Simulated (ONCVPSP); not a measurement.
argon (Ar), ONCV: configuration errors across variants

Ar (Z = 18), optimised norm-conserving Vanderbilt (ONCV), made with ONCVPSP 4.0.1 (PBE, non-relativistic). Core [Ne], reference 3s2 3p6. Waves: 3s: rc 1.15 bohr, ncon 3, nbas 7, qcut 6.1 1/bohr, 3 projectors, debl 2.2 Ha; 3p: rc 1.35 bohr, ncon 3, nbas 6, qcut 7 1/bohr, 2 projectors, debl 0.8 Ha; d scattering state at 0.35 Ha: rc 1.35 bohr, ncon 4, nbas 8, qcut 7.6 1/bohr, 2 projectors, debl 2.5 Ha. Local part: polynomial inside 0.85 bohr (lpopt 5, dvloc0 6 Ha). Core correction: polynomial model core, fcfact 0.2.

All-electron excitation energies from the reference (eV): (1) 3s2 3p5 16.074; (2) 3s2 3p4 44.745; (3) 3s2 3p3 87.331; (4) 3s1 3p6 30.431.

A true bound ghost makes a file unfit for plane-wave use even where its test errors are small: the radial tests pick states by their node count and pass the ghost by.

Errors AE − PS in meV (a dash: test not solved or not reliable):

| change | (1) | (2) | (3) | (4) | bound ghosts | GHOST(+) flags above zero |
| --- | --- | --- | --- | --- | --- | --- |
| base | +2.3 | +15 | +56 | +4.3 | s | none |
| p: qcut 4.5 | +2.5 | +14 | +49 | +6.0 | s | none |
| p: qcut 5.3 | +2.5 | +14 | +48 | +6.1 | s | none |
| p: qcut 6.2 | +2.4 | +15 | +52 | +5.3 | s | none |
| p: qcut 7.6 | +2.2 | +16 | +58 | +3.7 | s | none |
| p: qcut 8.5 | +2.2 | +16 | +61 | +3.0 | s | none |
| p: qcut 10.6 | +2.1 | +17 | +64 | +2.1 | s | none |

(1) Give the same row for: p: qcut 9.5.

Answers

(1) +2.1, +17, +63, +2.5; bound ghosts: s; GHOST(+) flags above zero: none.
